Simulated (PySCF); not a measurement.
C3H9Ge (SMILES C[CH][CH2][GeH3]), doublet, geometry from GFN2-xTB; DF-M06/pcseg-1 run with PySCF.

Here is a job for PySCF.
```python
from pyscf import gto, scf, dft

mol = gto.Mole()
mol.atom = '''
    C     2.341588    1.088337   -0.232543
    C     1.813086   -0.212453    0.235146
    C     0.571285   -0.283754    0.990091
    Ge   -1.074531   -0.176960   -0.196416
    H     3.391747    1.010313   -0.507028
    H     2.229698    1.853583    0.536823
    H     1.794974    1.444493   -1.117907
    H     2.222002   -1.116305   -0.184952
    H     0.485135   -1.220316    1.542918
    H     0.477787    0.549384    1.690090
    H    -1.128612   -1.309313   -1.176367
    H    -1.069103    1.077905   -1.016006
    H    -2.374402   -0.179787    0.561568
'''
mol.basis = 'pcseg-1'
mol.charge = 0
mol.spin = 1
mol.verbose = 4
mol.build()

mf = dft.UKS(mol)
mf.xc = 'm06'
mf = mf.density_fit(auxbasis='def2-universal-jkfit')
mf.kernel()
```

What the program printed (banner, timings and long lists left out):

```
PySCF version 2.14.0

[INPUT] verbose = 4
[INPUT] num. atoms = 13
[INPUT] num. electrons = 59
[INPUT] charge = 0
[INPUT] spin (= nelec alpha-beta = 2S) = 1
[INPUT] symmetry False subgroup None
[INPUT] Mole.unit = angstrom
[INPUT] Symbol           X                Y                Z      unit          X                Y                Z       unit  Magmom
[INPUT]  1 C      2.341588000000   1.088337000000  -0.232543000000 AA    4.424960016568   2.056658861231  -0.439442582185 Bohr   0.0
[INPUT]  2 C      1.813086000000  -0.212453000000   0.235146000000 AA    3.426235980283  -0.401477984342   0.444361539287 Bohr   0.0
[INPUT]  3 C      0.571285000000  -0.283754000000   0.990091000000 AA    1.079572189072  -0.536217346750   1.871000828397 Bohr   0.0
[INPUT]  4 Ge    -1.074531000000  -0.176960000000  -0.196416000000 AA   -2.030569302355  -0.334405935003  -0.371172446483 Bohr   0.0
[INPUT]  5 H      3.391747000000   1.010313000000  -0.507028000000 AA    6.409472913815   1.909214870088  -0.958144057486 Bohr   0.0
[INPUT]  6 H      2.229698000000   1.853583000000   0.536823000000 AA    4.213518560490   3.502764219150   1.014448447367 Bohr   0.0
[INPUT]  7 H      1.794974000000   1.444493000000  -1.117907000000 AA    3.392009260715   2.729696158851  -2.112538062734 Bohr   0.0
[INPUT]  8 H      2.222002000000  -1.116305000000  -0.184952000000 AA    4.198975228236  -2.109510721483  -0.349508626191 Bohr   0.0
[INPUT]  9 H      0.485135000000  -1.220316000000   1.542918000000 AA    0.916772283441  -2.306063025425   2.915692452662 Bohr   0.0
[INPUT] 10 H      0.477787000000   0.549384000000   1.690090000000 AA    0.902886575878   1.038185297218   3.193807225866 Bohr   0.0
[INPUT] 11 H     -1.128612000000  -1.309313000000  -1.176367000000 AA   -2.132767580898  -2.474242981333  -2.223011451976 Bohr   0.0
[INPUT] 12 H     -1.069103000000   1.077905000000  -1.016006000000 AA   -2.020311868951   2.036945238299  -1.919973080915 Bohr   0.0
[INPUT] 13 H     -2.374402000000  -0.179787000000   0.561568000000 AA   -4.486969489620  -0.339748190757   1.061209720320 Bohr   0.0

nuclear repulsion = 258.439093236759
number of shells = 30
number of NR pGTOs = 220
number of NR cGTOs = 114
basis = pcseg-1
ecp = {}

******** <class 'pyscf.df.df_jk.DFUKS'> ********
method = DFUKS
initial guess = minao
damping factor = 0
level_shift factor = 0
DIIS = <class 'pyscf.scf.diis.CDIIS'>
diis_start_cycle = 1
diis_space = 8
diis_damp = 0
SCF conv_tol = 1e-09
SCF conv_tol_grad = None
SCF max_cycles = 50
direct_scf = False
number electrons alpha = 30  beta = 29
XC library pyscf.dft.libxc version 7.1.2
    S. Lehtola, C. Steigemann, M. J. T. Oliveira, and M. A. L. Marques,  SoftwareX 7, 1–5 (2018)
XC functionals = m06
    Y. Zhao and D. G. Truhlar,  Theor. Chem. Acc. 120, 215 (2008)
    Y. Zhao and D. G. Truhlar,  Theor. Chem. Acc. 120, 215 (2008)
radial grids:
    Treutler-Ahlrichs [JCP 102, 346 (1995); DOI:10.1063/1.469408] (M4) radial grids

becke partition: Becke, JCP 88, 2547 (1988); DOI:10.1063/1.454033
pruning grids: <function nwchem_prune>
grids dens level: 3
symmetrized grids: False
atomic radii adjust function: <function treutler_atomic_radii_adjust>
small_rho_cutoff = 0
Set gradient conv threshold to 3.16228e-05
tot grids = 151272
******** <class 'pyscf.df.df.DF'> ********
auxbasis = def2-universal-jkfit
init E= -2195.75967781747

cycle= 1 E= -2196.21192034421  delta_E= -0.452  |g|= 0.264  |ddm|=  2.4
cycle= 2 E= -2196.19847066139  delta_E= 0.0134  |g|= 0.313  |ddm|= 0.624
cycle= 3 E= -2196.2540658239  delta_E= -0.0556  |g|= 0.0306  |ddm|= 0.41
cycle= 4 E= -2196.25465369972  delta_E= -0.000588  |g|= 0.0174  |ddm|= 0.0494
cycle= 5 E= -2196.25484670443  delta_E= -0.000193  |g|= 0.00471  |ddm|= 0.0273
cycle= 6 E= -2196.25486471372  delta_E= -1.8e-05  |g|= 0.00185  |ddm|= 0.00834
cycle= 7 E= -2196.25486738706  delta_E= -2.67e-06  |g|= 0.000696  |ddm|= 0.00369
cycle= 8 E= -2196.25486770289  delta_E= -3.16e-07  |g|= 0.00022  |ddm|= 0.00109
cycle= 9 E= -2196.25486773089  delta_E= -2.8e-08  |g|= 7.52e-05  |ddm|= 0.000352
cycle= 10 E= -2196.25486773493  delta_E= -4.04e-09  |g|= 1.73e-05  |ddm|= 0.000161
cycle= 11 E= -2196.25486773524  delta_E= -3.18e-10  |g|= 5.37e-06  |ddm|= 4.4e-05
Extra cycle  E= -2196.25486773527  delta_E= -2.46e-11  |g|= 3.03e-06  |ddm|= 1.84e-05
converged SCF energy = -2196.25486773527  <S^2> = 0.75517351  2S+1 = 2.0051668
```
